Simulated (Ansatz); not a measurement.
Correlation energies of CHBOS (`S=C1BO1`) by basis set

Cartesian coordinates in Å:
```
S -0.030 1.487 -1.699
C 0.009 0.437 -0.516
B 0.221 -0.612 0.507
O -0.871 0.196 0.579
H 0.672 -1.508 1.130
```

The species carries charge 0 and has multiplicity 1. All single points use the PBE0-D4/def2-TZVP geometry. Frozen core, restricted reference, Ansatz 0.2.0. CBS rows extrapolate triple and quadruple zeta; past MP2 they add the triple-zeta difference.

```
     basis     HF (Eh)  MP2 corr.  CCSD corr.       (T)  CCSD(T) total
  def2-SVP  -535.24509   -0.51722    -0.53682  -0.02282     -535.80473
def2-TZVPP  -535.54966   -0.64665    -0.66180  -0.03588     -536.24734
def2-QZVPP  -535.56692   -0.69550           –         –              –
 CBS(def2)  -535.56930   -0.73168    -0.74683     as TZ     -536.35201
```
